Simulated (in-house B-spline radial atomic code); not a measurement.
A fraction x of an electron is removed from 3p in As²⁺, starting from [Ar] 3d10 4s2 4p1 and keeping the highest spin. All numbers are computed (non-relativistic M06-L, spin-polarised, spherical fractional occupations; point nucleus) with a radial B-spline atomic code at the basis-set limit, not measured.

```
   x  E(x) - E(0) (eV)  3p down level (eV)
   0            0.0000            -157.685
0.03            4.7415            -158.413
0.23           36.9114            -163.296
0.33           53.3640            -165.757
0.45                 ?                   ?
 0.5           81.9003            -169.969
0.53                 ?                   ?
0.67          111.1552            -174.212
0.77          128.7018            -176.721
0.93          157.2995            -180.755
   1          170.0143            -182.526
```

What belongs in the row x = 0.45?

An energy change of 73.4329 eV; 3p down at -168.727 eV.

What belongs in the row x = 0.53?

An energy change of 87.0105 eV; 3p down at -170.716 eV.

Check Janak's theorem between x = 0.03 and 0.23.

The slope of the energy is 160.85 eV; the orbital levels give 160.85 eV (-ε of the emptying orbital, averaged over the two points).
